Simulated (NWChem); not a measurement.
System: silylarsine (SiAsH5); SMILES [SiH3][AsH2]

All runs: NWChem. Structure relaxed at the B3LYP/6-31G* (spherical d) level. Ions are spin-unrestricted doublets at the neutral geometry; other ion states weren't tried.

For level B3LYP/def2-TZVP:

```yaml
"−ε(HOMO) (eV)": 7.33
```

Q: Estimate the same quantities for level M06-2X/def2-TZVP.

A: 
| Property | Value |
|---|---|
| −ε(HOMO) (eV) | 8.49 |
